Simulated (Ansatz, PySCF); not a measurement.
C₂H₁₀N₂Si₂, SMILES CN[Si@@H]1NC[SiH2]1.

Coordinates come from a B3LYP-D3(BJ)/def2-SVP optimisation. The structure was generated by enumeration; whether it is a known compound was not checked. The values are those of a single conformer.

Vertical ionisation energy (IE) and electron affinity (EA) in eV. Rows of orbital energies are one-electron estimates. Where ΔSCF, EOM or ADC give a negative EA the extra electron is unbound and the value depends on the basis.

```csv
level,IE,EA
"−ε(HOMO), −ε(LUMO), ωB97X/def2-TZVP (PySCF)",[?],[?]
"−ε(HOMO), −ε(LUMO), PBE/def2-TZVP (PySCF)",5.15,0.52
"ΔSCF, CAM-B3LYP/def2-SVPD (Ansatz), final states of multiplicity 2 and 2",8.29,-1.66
"ΔSCF, PBE/def2-SVPD (Ansatz), final states of multiplicity 2 and 2",7.74,-1.25
```

Q: What belongs in the gaps? (An estimate is asked for; the answer gives what the named calculation found.)

A: 
- −ε(HOMO), −ε(LUMO), ωB97X/def2-TZVP (PySCF), IE: 8.62
- −ε(HOMO), −ε(LUMO), ωB97X/def2-TZVP (PySCF), EA: -2.23

Q: What vertical singlet–triplet gap does ΔSCF give with CAM-B3LYP/def2-SVPD (Ansatz, a program for electronic structure) and with PBE/def2-SVPD (Ansatz)? (An estimate is asked for; the answer gives what the named calculation found.)

A: 5.34 and 4.57 eV (triplet above singlet where positive).
